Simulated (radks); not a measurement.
These are the eigenvalues of the occupied orbitals of an atom or ion with whole-number occupations (hartree). Calculated with a radial shooting solver on a logarithmic mesh with Libxc functionals: Dirac Kohn-Sham, HCTH/407, spin-unpolarised, spherical densities, point nucleus.

| orbital | eigenvalue |
|---|---|
| 1s1/2 | -1066.343 |
| 2s1/2 | -162.0930 |
| 2p1/2 | -151.5655 |
| 2p3/2 | -143.0892 |
| 3s1/2 | -32.21532 |
| 3p1/2 | -27.92798 |
| 3p3/2 | -26.37610 |
| 3d3/2 | -18.78819 |
| 3d5/2 | -18.46683 |
| 4s1/2 | -6.04032 |
| 4p1/2 | -4.61036 |
| 4p3/2 | -4.33088 |
| 4d3/2 | -2.07909 |
| 4d5/2 | -2.03947 |
| 5s1/2 | -1.31866 |

Which element is it, and in what charge state? The configuration may be excited. Open shells, if any, fill j = l - 1/2 first.

Answer. Z = 50, tin, charge +3: Sn3+ in [Kr] 4d10 5s1. The list shows which subshells hold electrons but not how many an open one holds; the 1s level, -1066.3 hartree, gives Z - s = 46.2 by -(Z - s)^2/2, which with screening and relativity narrows Z to a few neighbours, and the depths of the outer levels then fix element, charge and occupations together.
